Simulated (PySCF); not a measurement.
Species: C3H2Cl4.
Cartesian coordinates in Å at the PBE0-D3(BJ)/def2-SVP level; atoms count from 1:
```xyz
9
C3H2Cl4 angstrom
Cl     1.8611    1.8809    0.6876
C      1.6997    0.2432    0.2269
C      0.5469   -0.3932    0.0062
C     -0.8383    0.1759    0.1104
Cl    -1.1747    0.7472    1.7680
Cl    -1.0624    1.5348   -1.0254
Cl    -2.0165   -1.0990   -0.2969
H      2.6511   -0.2821    0.1181
H      0.5990   -1.4449   -0.2827
```

Level: PBE0/def2-SVPD in PySCF, non-relativistic, on one gas-phase PBE0-D3(BJ)/def2-SVP geometry that isn't relaxed in the solvent. The solvent is an IEF-PCM continuum (Bondi radii, 1.10 Å for H, scaled by 1.2), and excitations are vertical TDDFT with non-equilibrium linear response and a frozen core. Specific hydrogen bonds and non-electrostatic terms are outside this model.

Gas-phase singlets (H = HOMO, L = LUMO):

| state | E (eV) | λ (nm) | f | leading configurations |
| --- | --- | --- | --- | --- |
| S1 | 5.692 | 218 | 0.158 | H→L 83%, H-1→L 10% |
| S2 | 5.836 | 212 | 0.000 | H-2→L 77%, H→L+1 18% |
| S3 | 5.900 | 210 | 0.000 | H→L+1 77%, H-2→L 18% |
| S4 | 5.929 | 209 | 0.071 | H-1→L 87%, H→L 10% |
| S5 | 6.277 | 198 | 0.000 | H-1→L+1 92% |

Q: Give the list for chloroform (ε = 4.711), n² = 2.09.

A: 
```tsv
state	E (eV)	λ (nm)	f	leading configurations	change by rank (eV)
S1	5.625	220	0.265	H→L 94%	-0.067
S2	5.773	215	0.000	H→L+1 95%	-0.063
S3	5.933	209	0.000	H-2→L 93%	+0.033
S4	6.058	205	0.040	H-1→L 95%	+0.129
S5	6.314	196	0.000	H-1→L+1 91%	+0.037
```

Q: Give the list for dichloromethane (ε = 8.93), n² = 2.03.

A: 
| state | E (eV) | λ (nm) | f | leading configurations | change by rank (eV) |
| --- | --- | --- | --- | --- | --- |
| S1 | 5.627 | 220 | 0.265 | H→L 94% | -0.065 |
| S2 | 5.751 | 216 | 0.000 | H→L+1 96% | -0.085 |
| S3 | 5.949 | 208 | 0.000 | H-2→L 94% | +0.049 |
| S4 | 6.088 | 204 | 0.037 | H-1→L 95% | +0.159 |
| S5 | 6.323 | 196 | 0.001 | H-1→L+1 86% | +0.046 |

Q: The ground-state energy changes by -0.132 eV from gas to dichloromethane. By how much does the total energy of gas-phase S1 change?

A: E(S1) = E(S0) + excitation energy, so it changes by -0.132 − 0.065 = -0.197 eV: it is lowered more than the ground state, which is what a red shift means. This is the vertical state, with the slow part of the continuum still set for S0.

Q: How do the frontier levels move from gas to dichloromethane?

A: 
```csv
orbital,gas (eV),solvent (eV),change (eV)
LUMO+2,-0.36,-0.30,+0.06
LUMO+1,-0.97,-0.99,-0.02
LUMO,-1.69,-1.57,+0.12
HOMO,-8.08,-7.96,+0.12
HOMO-1,-8.83,-8.91,-0.08
HOMO-2,-8.95,-8.95,0.00
HOMO-3,-9.30,-9.37,-0.07
```

The HOMO–LUMO gap goes from 6.39 to 6.39 eV.
